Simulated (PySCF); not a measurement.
Working with the constants of KC

UHF-CCSD(T) constants of KC, ⁴Σ⁻ (quartet), unpaired electrons σ ↑, π ↑↑ (basis K def2-TZVPP, C def2-TZVPP; no relativity; PySCF 2.14; masses 38.9637 and 12.0000 u):

```
ωe              : 360.0 cm⁻¹
ωexe            : 2.16 cm⁻¹
Be              : 0.27828 cm⁻¹
αe              : 0.00241 cm⁻¹
D (centrifugal) : 6.65e-07 cm⁻¹
De to K + C     : 1.95 eV
```

Problem. Give the vibrational terms G(v) and spacings up to v = 6.

Solution. G(v) = ωe(v+½) − ωexe(v+½)².

```json
{"v": "0", "G(v) (cm⁻¹)": "179.5", "G(v) − G(v−1)": "", "Bv (cm⁻¹)": "0.2771"}
{"v": "1", "G(v) (cm⁻¹)": "535.1", "G(v) − G(v−1)": "355.7", "Bv (cm⁻¹)": "0.2747"}
{"v": "2", "G(v) (cm⁻¹)": "886.5", "G(v) − G(v−1)": "351.4", "Bv (cm⁻¹)": "0.2723"}
{"v": "3", "G(v) (cm⁻¹)": "1233.5", "G(v) − G(v−1)": "347.0", "Bv (cm⁻¹)": "0.2698"}
{"v": "4", "G(v) (cm⁻¹)": "1576.3", "G(v) − G(v−1)": "342.7", "Bv (cm⁻¹)": "0.2674"}
{"v": "5", "G(v) (cm⁻¹)": "1914.7", "G(v) − G(v−1)": "338.4", "Bv (cm⁻¹)": "0.2650"}
{"v": "6", "G(v) (cm⁻¹)": "2248.7", "G(v) − G(v−1)": "334.1", "Bv (cm⁻¹)": "0.2626"}
```

Problem. How well does the Morse estimate ωe²/(4ωexe) reproduce De, and what is D0?

Solution. It gives 1.86 eV, 95 % of the computed De. D0 = De − G(0) = 1.95 − 0.02 = 1.93 eV.

Correlated steps freeze 6 core orbitals. The state was picked by a PBE0 search and need not be the measured ground state.
